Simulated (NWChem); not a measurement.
Molecule: Si2H4OClF; SMILES O[Si@@H](Cl)[SiH2]F

```xyz
9

O      1.9171     0.5077    -0.4663
Si     0.5067     0.4747     0.4340
Cl    -0.7718     2.0643    -0.0650
Si    -0.7262    -1.4039    -0.2276
F      0.0532    -2.7989     0.1663
H      2.5690     1.1857    -0.2119
H      0.7941     0.6136     1.9041
H     -2.0553    -1.3911     0.4731
H     -0.9301    -1.3635    -1.7152
```
Atoms are numbered in this order, from 1.

Program: NWChem. Pople sets run with spherical d functions. Coordinates come from a PBE-D3(BJ)/def2-SVP optimisation.

Task: Taking PBE0/6-311++G** as the yardstick, which of these has the fewest basis functions while keeping “highest occupied level (eV)” within 0.1 eV of it: PBE0/6-311G**; PBE0/6-31G*; PBE0/STO-3G; PBE0/6-31+G*; PBE0/3-21G?

Result: PBE0/6-31+G*.
| level | basis functions | highest occupied level (eV) |
|---|---|---|
| PBE0/STO-3G | 41 | -5.06 |
| PBE0/3-21G | 65 | -8.38 |
| PBE0/6-31G* | 90 | -8.27 |
| PBE0/6-31+G* | 110 | -8.47 |
| PBE0/6-311G** | 138 | -8.46 |
| PBE0/6-311++G** | 162 | -8.50 |

The yardstick is one finite set, not the basis-set limit.
